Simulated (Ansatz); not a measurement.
**Molecular dynamics of BClGaH5OSi**

input.yaml

```yaml
crystal:
  periodic: [false, false, false]
  atoms:
    - { symbol: O, position_ang: [-1.504185, -0.023644, 0.811357] }
    - { symbol: B, position_ang: [-0.340888, 0.032641, 0.164818] }
    - { symbol: Si, position_ang: [1.044823, -1.473015, 0.331891] }
    - { symbol: Ga, position_ang: [-0.192985, 2.23826, -1.236897] }
    - { symbol: Cl, position_ang: [-2.175585, 2.779502, -0.570459] }
    - { symbol: H, position_ang: [-2.088636, 0.714346, 0.672536] }
    - { symbol: H, position_ang: [2.318296, -0.89069, 0.840003] }
    - { symbol: H, position_ang: [1.324019, -2.01207, -1.028465] }
    - { symbol: H, position_ang: [0.658124, -2.603457, 1.215646] }
    - { symbol: H, position_ang: [0.957007, 1.238119, -1.200428] }
basis:
  gaussian: { orbitals: def2-SVP }
hamiltonian:
  xc: hf
md:
  timestep: 0.5
  n_steps: 200
  ensemble: nve
  temperature: 300.0
  initial_velocities: maxwell_boltzmann
  seed: 9208
```

Run as:

```bash
$ ansatz run input.yaml --threads 2 --pin off --max-ram 3072MiB --backend cpu --events-out ev --progress --plain --runs-dir out
```

It starts at the highest image of a converged band. Of that band: Neighbouring images differ by up to 2.7 eV, so the band resolves the path poorly. A vibrational analysis at the climbing image gives one clearly imaginary mode, 1453i cm⁻¹: a first-order saddle point.

Output, in part (one step line in 3, the closing report, with atoms numbered from 0):

```
md step     0: t =     0.00 fs  T =   300.0 K  F+E_penalty+E_count = -75471.09050328 eV  E_kin = 0.310224 eV  conserved = -75470.78027929 eV  (43 SCF iters)
md step     3: t =     1.50 fs  T =   277.3 K  F+E_penalty+E_count = -75471.06669452 eV  E_kin = 0.286705 eV  conserved = -75470.77998996 eV  (44 SCF iters)
md step     6: t =     3.00 fs  T =   243.6 K  F+E_penalty+E_count = -75471.03145160 eV  E_kin = 0.251856 eV  conserved = -75470.77959522 eV  (44 SCF iters)
md step     9: t =     4.50 fs  T =   251.6 K  F+E_penalty+E_count = -75471.03948858 eV  E_kin = 0.260135 eV  conserved = -75470.77935362 eV  (42 SCF iters)
md step    12: t =     6.00 fs  T =   336.8 K  F+E_penalty+E_count = -75471.12754816 eV  E_kin = 0.348315 eV  conserved = -75470.77923304 eV  (41 SCF iters)
md step    15: t =     7.50 fs  T =   519.7 K  F+E_penalty+E_count = -75471.31652810 eV  E_kin = 0.537383 eV  conserved = -75470.77914517 eV  (43 SCF iters)
md step    18: t =     9.00 fs  T =   820.0 K  F+E_penalty+E_count = -75471.62695572 eV  E_kin = 0.847916 eV  conserved = -75470.77903925 eV  (42 SCF iters)
md step    21: t =    10.50 fs  T =  1257.0 K  F+E_penalty+E_count = -75472.07955426 eV  E_kin = 1.299843 eV  conserved = -75470.77971125 eV  (40 SCF iters)
md step    24: t =    12.00 fs  T =  1764.6 K  F+E_penalty+E_count = -75472.60601134 eV  E_kin = 1.824742 eV  conserved = -75470.78126941 eV  (39 SCF iters)
md step    27: t =    13.50 fs  T =  2183.6 K  F+E_penalty+E_count = -75473.04031510 eV  E_kin = 2.257990 eV  conserved = -75470.78232537 eV  (38 SCF iters)
md step    30: t =    15.00 fs  T =  2404.9 K  F+E_penalty+E_count = -75473.26919909 eV  E_kin = 2.486849 eV  conserved = -75470.78234986 eV  (38 SCF iters)
md step    33: t =    16.50 fs  T =  2435.6 K  F+E_penalty+E_count = -75473.30026000 eV  E_kin = 2.518558 eV  conserved = -75470.78170208 eV  (37 SCF iters)
md step    36: t =    18.00 fs  T =  2360.4 K  F+E_penalty+E_count = -75473.22183531 eV  E_kin = 2.440847 eV  conserved = -75470.78098806 eV  (37 SCF iters)
md step    39: t =    19.50 fs  T =  2268.2 K  F+E_penalty+E_count = -75473.12619702 eV  E_kin = 2.345453 eV  conserved = -75470.78074417 eV  (37 SCF iters)
md step    42: t =    21.00 fs  T =  2194.0 K  F+E_penalty+E_count = -75473.04942964 eV  E_kin = 2.268739 eV  conserved = -75470.78069071 eV  (37 SCF iters)
md step    45: t =    22.50 fs  T =  2145.5 K  F+E_penalty+E_count = -75472.99921859 eV  E_kin = 2.218571 eV  conserved = -75470.78064734 eV  (37 SCF iters)
md step    48: t =    24.00 fs  T =  2127.7 K  F+E_penalty+E_count = -75472.98081760 eV  E_kin = 2.200181 eV  conserved = -75470.78063680 eV  (37 SCF iters)
md step    51: t =    25.50 fs  T =  2144.5 K  F+E_penalty+E_count = -75472.99826524 eV  E_kin = 2.217619 eV  conserved = -75470.78064625 eV  (37 SCF iters)
md step    54: t =    27.00 fs  T =  2192.7 K  F+E_penalty+E_count = -75473.04853592 eV  E_kin = 2.267421 eV  conserved = -75470.78111515 eV  (37 SCF iters)
md step    57: t =    28.50 fs  T =  2216.8 K  F+E_penalty+E_count = -75473.07421667 eV  E_kin = 2.292320 eV  conserved = -75470.78189647 eV  (37 SCF iters)
md step    60: t =    30.00 fs  T =  2128.1 K  F+E_penalty+E_count = -75472.98297525 eV  E_kin = 2.200617 eV  conserved = -75470.78235840 eV  (36 SCF iters)
md step    63: t =    31.50 fs  T =  1875.5 K  F+E_penalty+E_count = -75472.72176066 eV  E_kin = 1.939375 eV  conserved = -75470.78238558 eV  (37 SCF iters)
md step    66: t =    33.00 fs  T =  1469.6 K  F+E_penalty+E_count = -75472.30127900 eV  E_kin = 1.519673 eV  conserved = -75470.78160563 eV  (37 SCF iters)
md step    69: t =    34.50 fs  T =  1043.3 K  F+E_penalty+E_count = -75471.85794914 eV  E_kin = 1.078884 eV  conserved = -75470.77906513 eV  (45 SCF iters)
md step    72: t =    36.00 fs  T =   929.9 K  F+E_penalty+E_count = -75471.73896081 eV  E_kin = 0.961589 eV  conserved = -75470.77737147 eV  (39 SCF iters)
md step    75: t =    37.50 fs  T =  1310.9 K  F+E_penalty+E_count = -75472.13580718 eV  E_kin = 1.355551 eV  conserved = -75470.78025651 eV  (38 SCF iters)
md step    78: t =    39.00 fs  T =  1860.4 K  F+E_penalty+E_count = -75472.70649466 eV  E_kin = 1.923809 eV  conserved = -75470.78268522 eV  (37 SCF iters)
md step    81: t =    40.50 fs  T =  2253.7 K  F+E_penalty+E_count = -75473.11325141 eV  E_kin = 2.330548 eV  conserved = -75470.78270339 eV  (36 SCF iters)
md step    84: t =    42.00 fs  T =  2448.0 K  F+E_penalty+E_count = -75473.31352192 eV  E_kin = 2.531467 eV  conserved = -75470.78205454 eV  (37 SCF iters)
md step    87: t =    43.50 fs  T =  2510.8 K  F+E_penalty+E_count = -75473.37781227 eV  E_kin = 2.596370 eV  conserved = -75470.78144209 eV  (37 SCF iters)
md step    90: t =    45.00 fs  T =  2513.6 K  F+E_penalty+E_count = -75473.38010506 eV  E_kin = 2.599220 eV  conserved = -75470.78088459 eV  (37 SCF iters)
md step    93: t =    46.50 fs  T =  2520.9 K  F+E_penalty+E_count = -75473.38735196 eV  E_kin = 2.606841 eV  conserved = -75470.78051127 eV  (37 SCF iters)
md step    96: t =    48.00 fs  T =  2577.3 K  F+E_penalty+E_count = -75473.44567651 eV  E_kin = 2.665152 eV  conserved = -75470.78052446 eV  (37 SCF iters)
md step    99: t =    49.50 fs  T =  2680.9 K  F+E_penalty+E_count = -75473.55307913 eV  E_kin = 2.772239 eV  conserved = -75470.78084002 eV  (37 SCF iters)
md step   102: t =    51.00 fs  T =  2791.9 K  F+E_penalty+E_count = -75473.66823265 eV  E_kin = 2.887046 eV  conserved = -75470.78118648 eV  (37 SCF iters)
md step   105: t =    52.50 fs  T =  2863.8 K  F+E_penalty+E_count = -75473.74292674 eV  E_kin = 2.961378 eV  conserved = -75470.78154826 eV  (37 SCF iters)
md step   108: t =    54.00 fs  T =  2848.2 K  F+E_penalty+E_count = -75473.72720689 eV  E_kin = 2.945269 eV  conserved = -75470.78193763 eV  (38 SCF iters)
md step   111: t =    55.50 fs  T =  2691.7 K  F+E_penalty+E_count = -75473.56567094 eV  E_kin = 2.783435 eV  conserved = -75470.78223632 eV  (38 SCF iters)
md step   114: t =    57.00 fs  T =  2349.2 K  F+E_penalty+E_count = -75473.21133046 eV  E_kin = 2.429297 eV  conserved = -75470.78203369 eV  (39 SCF iters)
md step   117: t =    58.50 fs  T =  1835.6 K  F+E_penalty+E_count = -75472.67914209 eV  E_kin = 1.898162 eV  conserved = -75470.78097992 eV  (39 SCF iters)
md step   120: t =    60.00 fs  T =  1267.6 K  F+E_penalty+E_count = -75472.09056668 eV  E_kin = 1.310788 eV  conserved = -75470.77977910 eV  (41 SCF iters)
md step   123: t =    61.50 fs  T =   792.3 K  F+E_penalty+E_count = -75471.59842133 eV  E_kin = 0.819253 eV  conserved = -75470.77916869 eV  (41 SCF iters)
md step   126: t =    63.00 fs  T =   494.8 K  F+E_penalty+E_count = -75471.29072577 eV  E_kin = 0.511653 eV  conserved = -75470.77907289 eV  (44 SCF iters)
md step   129: t =    64.50 fs  T =   391.1 K  F+E_penalty+E_count = -75471.18370622 eV  E_kin = 0.404386 eV  conserved = -75470.77931983 eV  (43 SCF iters)
md step   132: t =    66.00 fs  T =   450.0 K  F+E_penalty+E_count = -75471.24498571 eV  E_kin = 0.465348 eV  conserved = -75470.77963737 eV  (43 SCF iters)
md step   135: t =    67.50 fs  T =   631.6 K  F+E_penalty+E_count = -75471.43279938 eV  E_kin = 0.653085 eV  conserved = -75470.77971472 eV  (42 SCF iters)
md step   138: t =    69.00 fs  T =   923.1 K  F+E_penalty+E_count = -75471.73428331 eV  E_kin = 0.954569 eV  conserved = -75470.77971432 eV  (40 SCF iters)
md step   141: t =    70.50 fs  T =  1320.3 K  F+E_penalty+E_count = -75472.14528974 eV  E_kin = 1.365250 eV  conserved = -75470.78003945 eV  (40 SCF iters)
md step   144: t =    72.00 fs  T =  1780.4 K  F+E_penalty+E_count = -75472.62170725 eV  E_kin = 1.841034 eV  conserved = -75470.78067328 eV  (39 SCF iters)
md step   147: t =    73.50 fs  T =  2224.5 K  F+E_penalty+E_count = -75473.08157500 eV  E_kin = 2.300354 eV  conserved = -75470.78122101 eV  (38 SCF iters)
md step   150: t =    75.00 fs  T =  2584.6 K  F+E_penalty+E_count = -75473.45414922 eV  E_kin = 2.672675 eV  conserved = -75470.78147430 eV  (37 SCF iters)
md step   153: t =    76.50 fs  T =  2829.6 K  F+E_penalty+E_count = -75473.70766766 eV  E_kin = 2.926056 eV  conserved = -75470.78161131 eV  (38 SCF iters)
md step   156: t =    78.00 fs  T =  2947.7 K  F+E_penalty+E_count = -75473.82985750 eV  E_kin = 3.048115 eV  conserved = -75470.78174231 eV  (37 SCF iters)
md step   159: t =    79.50 fs  T =  2933.5 K  F+E_penalty+E_count = -75473.81510926 eV  E_kin = 3.033460 eV  conserved = -75470.78164951 eV  (38 SCF iters)
md step   162: t =    81.00 fs  T =  2809.0 K  F+E_penalty+E_count = -75473.68602448 eV  E_kin = 2.904741 eV  conserved = -75470.78128303 eV  (37 SCF iters)
md step   165: t =    82.50 fs  T =  2628.4 K  F+E_penalty+E_count = -75473.49874769 eV  E_kin = 2.717944 eV  conserved = -75470.78080326 eV  (37 SCF iters)
md step   168: t =    84.00 fs  T =  2455.1 K  F+E_penalty+E_count = -75473.31927394 eV  E_kin = 2.538739 eV  conserved = -75470.78053488 eV  (37 SCF iters)
md step   171: t =    85.50 fs  T =  2320.4 K  F+E_penalty+E_count = -75473.18023181 eV  E_kin = 2.399430 eV  conserved = -75470.78080177 eV  (37 SCF iters)
md step   174: t =    87.00 fs  T =  2193.4 K  F+E_penalty+E_count = -75473.04940576 eV  E_kin = 2.268155 eV  conserved = -75470.78125113 eV  (37 SCF iters)
md step   177: t =    88.50 fs  T =  2021.4 K  F+E_penalty+E_count = -75472.87167975 eV  E_kin = 2.090314 eV  conserved = -75470.78136529 eV  (37 SCF iters)
md step   180: t =    90.00 fs  T =  1786.0 K  F+E_penalty+E_count = -75472.62816685 eV  E_kin = 1.846916 eV  conserved = -75470.78125105 eV  (38 SCF iters)
md step   183: t =    91.50 fs  T =  1500.4 K  F+E_penalty+E_count = -75472.33263321 eV  E_kin = 1.551552 eV  conserved = -75470.78108104 eV  (38 SCF iters)
md step   186: t =    93.00 fs  T =  1200.8 K  F+E_penalty+E_count = -75472.02205004 eV  E_kin = 1.241704 eV  conserved = -75470.78034626 eV  (39 SCF iters)
md step   189: t =    94.50 fs  T =  1008.2 K  F+E_penalty+E_count = -75471.82120647 eV  E_kin = 1.042574 eV  conserved = -75470.77863286 eV  (40 SCF iters)
md step   192: t =    96.00 fs  T =  1132.1 K  F+E_penalty+E_count = -75471.94929554 eV  E_kin = 1.170730 eV  conserved = -75470.77856522 eV  (38 SCF iters)
md step   195: t =    97.50 fs  T =  1562.8 K  F+E_penalty+E_count = -75472.39740093 eV  E_kin = 1.616011 eV  conserved = -75470.78138962 eV  (38 SCF iters)
md step   198: t =    99.00 fs  T =  1972.8 K  F+E_penalty+E_count = -75472.82303746 eV  E_kin = 2.039995 eV  conserved = -75470.78304269 eV  (37 SCF iters)
md step   200: t =   100.00 fs  T =  2114.6 K  F+E_penalty+E_count = -75472.96955554 eV  E_kin = 2.186639 eV  conserved = -75470.78291616 eV  (38 SCF iters)
Total energy: -75472.96955554 eV, -2773.5804737500 hartree
Atom 0 at    -1.796417     0.024898     0.654251 Å, force     1.778576     0.739226    -0.849591 eV/Å
Atom 1 at    -0.545680    -0.007743     0.175100 Å, force    -1.075002     0.459734     0.375753 eV/Å
Atom 2 at     1.084053    -1.252196     0.293327 Å, force    -0.002729    -0.023951    -0.874316 eV/Å
Atom 3 at    -0.085628     2.020245    -1.186935 Å, force    -2.670102     0.224523    -0.122429 eV/Å
Atom 4 at    -2.186556     2.930816    -0.514982 Å, force    -0.227094    -0.490785     0.896711 eV/Å
Atom 5 at    -2.229657     0.875514     0.464266 Å, force    -0.045198    -0.424661     0.074575 eV/Å
Atom 6 at     2.044797    -0.149478     0.224619 Å, force     0.766190     0.025774     0.534984 eV/Å
Atom 7 at     1.186314    -1.809782    -1.082994 Å, force    -0.156631    -0.172893    -0.004878 eV/Å
Atom 8 at     1.439301    -2.365252     1.239567 Å, force    -0.409849     0.556952     0.012071 eV/Å
Atom 9 at    -0.570449     3.163891    -2.295301 Å, force     2.041839    -0.893920    -0.042879 eV/Å
Dipole moment:     0.773837    -0.487095     0.060789 e Å
```

The run went to its last step. The conserved energy stayed within 0.3 meV per atom of its start (net change -0.26 meV per atom), so the integration is sound. The kinetic energy rose, since the run started high on the potential surface and went downhill. A run of 0.1 ps of so small a system gives no equilibrium averages. The orbitals stay closed-shell, which can raise the energy where a bond breaks towards radicals; this wasn't checked here.

Between its relaxed ends the band would form B2–H10 and break B2–Ga4, Ga4–H10. These pairs go: B2–H10 2.24 → 4.02 Å, B2–Ga4 2.62 → 2.49 Å, Ga4–H10 1.52 → 1.66 Å. In the last frame they stand as before the step (other bonds may differ from the relaxed reactants and products). It ends as one piece, BClGaH5OSi. Pairs count as bonded within 1.25 times the sum of covalent radii (0.12 Å more for H–H).

Last frame:

```xyz
10
Properties=species:S:1:pos:R:3
O -1.796 0.025 0.654
B -0.546 -0.008 0.175
Si 1.084 -1.252 0.293
Ga -0.086 2.020 -1.187
Cl -2.187 2.931 -0.515
H -2.230 0.875 0.464
H 2.045 -0.149 0.225
H 1.186 -1.810 -1.083
H 1.439 -2.365 1.240
H -0.570 3.164 -2.295
```

Run time: 4.2 min on 2 threads of Intel(R) Xeon(R) 6975P-C (Granite Rapids) (shared host), peak memory 0.3 GiB.
